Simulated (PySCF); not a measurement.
**HPtN, triplet: computed properties**

Computed with PySCF, UPBE0, basis Pt def2-TZVP with ECP60, N def2-TZVP, H def2-TZVP (scalar-relativistic core potentials, no spin–orbit coupling, density fitting).

The structure is a minimum.

```xyz
3
charge 0 multiplicity 3, angstrom
Pt    0.0853    0.0000   -0.0776
N    -1.2783    0.0000    1.0314
H     1.2527    0.0000    0.9299
```

```
Point group                                                                   : Cs
Bond lengths                                                                  : Pt–H 1.542 Å, Pt–N 1.758 Å
Bond angles                                                                   : H–Pt–N 100.1°
Heat capacity Cp at 298.15 K                                                  : 40.7 J/(mol K)
Rotational constants                                                          : 7.321, 0.416, 0.3936 cm⁻¹
Zero-point energy                                                             : 22.1 kJ/mol
Entropy at 298.15 K and 1 bar (electronic part: spin only)                    : 270.8 J/(mol K)
Atomisation energy without zero-point energy                                  : 620 kJ/mol
Dipole moment                                                                 : 2.45 D
Principal quadrupole moments (Buckingham, traceless) about the centre of mass : -1.68, -1.48, 3.16 D Å
Principal polarisabilities                                                    : 36.1, 37.6, 51.7 bohr³
Spin squared ⟨S²⟩                                                             : 2.024
Lowest empty level (β)                                                        : -3.30 eV
Highest occupied level (α)                                                    : -6.99 eV
Enthalpy at 298.15 K above 0 K                                                : 10.61 kJ/mol
Rotational symmetry number                                                    : 1
```

Harmonic modes (masses in u: Pt 194.965, N 14.003, H 1.008):
| symmetry | ω (cm⁻¹) | IR (km/mol) | type |
| --- | --- | --- | --- |
| a' | 556 | 21.3 | bend |
| a' | 805 | 2.8 | mixed |
| a' | 2334 | 5.4 | stretch |

Charges (e):
```json
{"atom": "Pt1", "Mulliken": "0.27", "Löwdin": "0.25", "polar tensor": "0.31", "spin (Mulliken)": "0.45", "Mayer order to Pt1": "–"}
{"atom": "N2", "Mulliken": "-0.27", "Löwdin": "-0.21", "polar tensor": "-0.21", "spin (Mulliken)": "1.57", "Mayer order to Pt1": "1.81"}
{"atom": "H3", "Mulliken": "0.01", "Löwdin": "-0.03", "polar tensor": "-0.10", "spin (Mulliken)": "-0.02", "Mayer order to Pt1": "0.98"}
```

Mulliken populations on Pt1 (electrons outside its core potential): s 2.98, p 6.19, d 8.54, f 0.02.

Only a few start shapes were tried, so a lower isomer may exist. With open d or f shells other occupations or spin states may lie lower. With an element this heavy the missing spin–orbit coupling can shift these numbers.

The final relaxation and frequency run took of the order of 3 core-minutes on a shared host.
